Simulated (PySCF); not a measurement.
From one molecule to another.

First species: C₆H₈F₂O₂.
SMILES: `FC(F)O[C@@H]1O[C@@H]1C1CC1`

Second species: 3-methyl-2(5H)-furanone, C5H6O2.
Structure used (GFN2-xTB), in Å, numbered top down from 1:
```
atom  x, y, z in Å
C1     1.8933   -0.1670    0.2719
C2     0.4342   -0.0205    0.0559
C3    -0.5684   -0.8825    0.2199
C4    -1.8562   -0.2198   -0.1451
O5    -1.4968    1.0911   -0.5298
C6    -0.1561    1.2584   -0.4275
O7     0.4014    2.2846   -0.6946
H8     2.1371   -1.1635    0.6300
H9     2.2315    0.5739    0.9944
H10    2.4216    0.0261   -0.6605
H11   -0.5274   -1.9016    0.5555
H12   -2.5569   -0.1668    0.6964
H13   -2.3618   -0.7118   -0.9842
```

Levels: PBE0/pcSseg-1 for dipole moment, HOMO energy, LUMO energy and HOMO–LUMO gap; GFN2-xTB for rotational constant A and rotational constant C. Geometries: GFN2-xTB. All species are isolated and taken at one optimised geometry, non-relativistic unless stated; the electronic structure was computed with PySCF and density fitting.

The conformers computed, where there is a choice (atom-mapped SMILES and torsion angles):
- `[F:1][CH:2]([F:3])[O:4][C@@H:5]1[O:6][C@@H:7]1[CH:8]1[CH2:9][CH2:10]1`: F1–C2–O4–C5 164°, C2–O4–C5–O6 -64°, O6–C7–C8–C9 179°

Which has the higher LUMO energy?

The first: 1.42 eV against -1.13 eV, a difference of 2.55 eV.

Which of the two has the higher HOMO energy, and by how much?

The second: -7.94 eV against -8.12 eV, a difference of 0.18 eV.

Which of the two has the higher rotational constant A, and by how much?

The second: 4.001 GHz against 3.035 GHz, a difference of 0.966 GHz.

Which has the higher dipole moment?

The second: 4.83 D against 2.75 D, a difference of 2.08 D.

Which has the higher HOMO–LUMO gap?

The first: 9.54 eV against 6.81 eV, a difference of 2.73 eV.

Which of the two has the higher rotational constant C, and by how much?

The second: 1.815 GHz against 0.598 GHz, a difference of 1.217 GHz.

On the first: The dipole matches unit charges of opposite sign 0.57 Å apart (1 e·Å = 4.8032 D).

On the second: The dipole equals about 16.1 × 10⁻³⁰ C·m (1 D = 3.33564 × 10⁻³⁰ C·m).
